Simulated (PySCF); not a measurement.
**How methods differ on the ionisation energy of Pt⁶³⁺**

Pt⁶³⁺ [Ne] 3s2 3p3 [3p1/2^2 3p3/2^1, M_J = 3/2] → Pt⁶⁴⁺ [Ne] 3s2 3p2 [3p1/2^2, M_J = 0], as a difference of total energies. All numbers are calculated (PySCF 2.14, the two-component X2C-1e Hamiltonian, in an uncontracted even-tempered set (17 s from 21 bohr⁻², ratio 2.4; 14 p from 27 bohr⁻², ratio 2.4; 4 d from 92 bohr⁻², ratio 2.6; 4 f from 140 bohr⁻², ratio 2.6)). Correlated levels: 1s2 frozen; the 46 highest virtual spinors dropped. "Screened" scales the spin-orbit matrix elements by Boettger's factors to mimic the two-electron term; Breit and QED terms are absent.

| method | ionisation energy (eV) |
| --- | --- |
| GHF (spin-free) | 7075.0 |
| GMP2 (spin-free) | 7075.5 |
| GHF (screened spin-orbit) | 6922.2 |
| GMP2 (screened spin-orbit) | 6922.8 |

Breit and QED terms and the two-electron picture change are absent.

The spin-free rows relax to the high-spin LS determinant and lack the spin-orbit shift.

The labels give the starting determinants; with spin-orbit coupling the two ends relaxed to ⟨J²⟩ = 3.75, ⟨L²⟩ = 2.62, ⟨S²⟩ = 1.49 and ⟨J²⟩ = 0.00, ⟨L²⟩ = 1.36, ⟨S²⟩ = 1.36.

For comparison: 6918 ± 19 eV (theoretical estimate listed by NIST; NIST Atomic Spectra Database, ionization energies).
